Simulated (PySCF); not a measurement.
Simulated outer-valence photoelectron spectrum of `FB(F)[BH2-][PH3+]`. The calculation used EOM-IP-CCSD/aug-cc-pVDZ in PySCF, restricted Hartree–Fock reference, frozen core, non-relativistic, gas phase, PBE0-D3(BJ)/def2-SVP geometry.

Each root has a Gaussian of 0.8 eV full width with its one-hole share as area; cross sections and vibrations are left out, and the highest printed point is 100.

```json
{"ionisation energy (eV)": "9.4", "intensity": "0"}
{"ionisation energy (eV)": "9.6", "intensity": "1"}
{"ionisation energy (eV)": "9.8", "intensity": "4"}
{"ionisation energy (eV)": "10.0", "intensity": "12"}
{"ionisation energy (eV)": "10.2", "intensity": "25"}
{"ionisation energy (eV)": "10.4", "intensity": "35"}
{"ionisation energy (eV)": "10.6", "intensity": "36"}
{"ionisation energy (eV)": "10.8", "intensity": "30"}
{"ionisation energy (eV)": "11.0", "intensity": "29"}
{"ionisation energy (eV)": "11.2", "intensity": "40"}
{"ionisation energy (eV)": "11.4", "intensity": "59"}
{"ionisation energy (eV)": "11.6", "intensity": "69"}
{"ionisation energy (eV)": "11.8", "intensity": "60"}
{"ionisation energy (eV)": "12.0", "intensity": "39"}
{"ionisation energy (eV)": "12.2", "intensity": "19"}
{"ionisation energy (eV)": "12.4", "intensity": "6"}
{"ionisation energy (eV)": "12.6", "intensity": "2"}
{"ionisation energy (eV)": "12.8", "intensity": "0"}
{"ionisation energy (eV)": "13.0", "intensity": "0"}
{"ionisation energy (eV)": "13.2", "intensity": "0"}
{"ionisation energy (eV)": "13.4", "intensity": "0"}
{"ionisation energy (eV)": "13.6", "intensity": "2"}
{"ionisation energy (eV)": "13.8", "intensity": "7"}
{"ionisation energy (eV)": "14.0", "intensity": "18"}
{"ionisation energy (eV)": "14.2", "intensity": "34"}
{"ionisation energy (eV)": "14.4", "intensity": "52"}
{"ionisation energy (eV)": "14.6", "intensity": "68"}
{"ionisation energy (eV)": "14.8", "intensity": "85"}
{"ionisation energy (eV)": "15.0", "intensity": "99"}
{"ionisation energy (eV)": "15.2", "intensity": "100"}
{"ionisation energy (eV)": "15.4", "intensity": "83"}
{"ionisation energy (eV)": "15.6", "intensity": "61"}
{"ionisation energy (eV)": "15.8", "intensity": "47"}
{"ionisation energy (eV)": "16.0", "intensity": "42"}
{"ionisation energy (eV)": "16.2", "intensity": "34"}
{"ionisation energy (eV)": "16.4", "intensity": "22"}
{"ionisation energy (eV)": "16.6", "intensity": "10"}
{"ionisation energy (eV)": "16.8", "intensity": "3"}
{"ionisation energy (eV)": "17.0", "intensity": "1"}
{"ionisation energy (eV)": "17.2", "intensity": "0"}
```

Question: Where are the maxima, and how many lines lie under the curve?

Answer: 3 maxima, at 10.5, 11.6 and 15.1 eV, from 8 lines. At this width some lines have no maximum of their own.

Question: List the lines with their holes.

Answer: 
```
E (eV)  leading hole (HF orbital)  area  Koopmans (eV)
 10.50                       HOMO  0.95          11.51
 11.49                     HOMO-1  0.95          12.25
 11.74                     HOMO-2  0.95          12.41
 14.42                     HOMO-5  0.95          16.99
 14.91                     HOMO-6  0.94          17.20
 15.18                     HOMO-3  0.94          15.99
 15.31                     HOMO-4  0.94          16.12
 16.06                     HOMO-7  0.93          18.16
```

The widest gap, 2.68 eV, lies between 11.74 and 14.42 eV. Only orbitals with −ε under 21 eV, eight at most, were ionised, so the high end of the curve may lack lines.

Hardware: one thread, Arm Neoverse V1 (aarch64), no GPU (shared host). Cost: 6.9 min wall, 2.9 GiB resident at most.

The values belong to the conformer `[F:1][B:2]([F:3])[BH2-:4][PH3+:5]`: F1–B2–B4–P5 -179°.
